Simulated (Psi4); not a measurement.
HSn (SMILES [SnH]), doublet, at a GFN2-xTB geometry (such geometries of metal compounds can be far from the true shape) (core potentials on Sn). Base run: CAM-B3LYP/def2-SVP (Psi4).

Geometry (Å):
```xyz
2

Sn     0.0000     0.0000    -0.0354
H      0.0000     0.0000     1.7721
```
Charge 0, spin multiplicity 2.
Orbitals are unrestricted.
All else is at Psi4's defaults (density fitting).

Each row names what was changed in the base input (with any setting that the change needs).

```
change                    E (Eh)  dipole (D)  <S^2>        outcome
--------------------  ----------  ----------  -----  -------------
base                  -214.82737        0.52  0.753      converged
functional = pw6b95   -214.97684        0.56  0.752      converged
functional = m06      -214.92084        0.72  0.751      converged
functional = svwn              -           -      -  not converged
functional = tpssh    -214.77061        0.57  0.753      converged
functional = wb97m-v  -214.79157        0.46  0.753      converged
functional = scan     -214.90170        0.52  0.754      converged
functional = b3lyp    -214.92294        0.57  0.752      converged
functional = m06-l    -214.99780        0.66  0.752      converged
functional = bhhlyp   -214.77803        0.54  0.753      converged
functional = b97m-v   -214.83994        0.69  0.752      converged
functional = pbe0     -214.84865        0.50  0.753      converged
functional = tpss     -214.75852        0.58  0.753      converged
```

Absolute energies of different levels of theory aren't comparable as measures of quality.

Open shells are given as the SCF converged; they aren't shown to be the lowest states, and a large step between rows can be another state.
